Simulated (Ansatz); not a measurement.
```yaml
crystal:
  periodic: [false, false, false]
  atoms:
    - {symbol: C, position_ang: [-0.845857, 1.336251, -0.671640]}
    - {symbol: C, position_ang: [0.101895, -0.236371, -0.568064]}
    - {symbol: O, position_ang: [0.927699, -0.677499, -1.873395]}
    - {symbol: Al, position_ang: [0.380576, -1.535889, 1.662285]}
    - {symbol: Cl, position_ang: [2.244765, 0.369980, 2.273193]}
    - {symbol: H, position_ang: [-0.559968, 2.100403, -1.773277]}
    - {symbol: H, position_ang: [-0.654914, 2.053966, 0.473257]}
    - {symbol: H, position_ang: [-2.173882, 0.992333, -0.682617]}
    - {symbol: H, position_ang: [0.880830, 0.150062, -2.768957]}
    - {symbol: H, position_ang: [1.122825, -3.344816, 1.321154]}
    - {symbol: H, position_ang: [-1.342219, -1.279672, 2.633685]}
basis:
  gaussian: {orbitals: STO-3G}
hamiltonian: {xc: {name: LC-wPBE}}
accuracy: high
```

```sh
$ ansatz run in.yaml --threads 4 --pin off --events-out ev --progress --plain --max-ram 10444MiB
```

It prints (some lines left out):

```
Functional definition: LC-wPBE
764 factors; integrals over basis functions are off by at most 4.7e-8 eV
379 factors; integrals over basis functions are off by at most 1.1e-9 eV
mean field evaluation 1: about -23042.6650 eV, gradient 3.2e1 eV
mean field evaluation 2: about -23041.0254 eV, gradient 5.2e1 eV
mean field evaluation 4: about -23047.7250 eV, gradient 1.7e0 eV
mean field evaluation 8: about -23047.4740 eV, gradient 1.7e-1 eV
mean field evaluation 16: about -23047.4743 eV, gradient 1.9e-4 eV
mean field -23047.47426432 eV, -846.9790570745 hartree, gradient 7.6e-8 eV, S^2 0.000000; 0 other end points of the search recorded, 0 dependent functions left out
reference -23047.47426432 eV, -846.9790570745 hartree; 28, 28 occupied and 11, 11 virtual orbitals, 764 factors
Total energy: -23047.47426432 eV, -846.9790570745 hartree
```

Run time 1.4 s (4 threads of an Arm Neoverse V1 on a shared host); peak host memory 0.14 GiB.
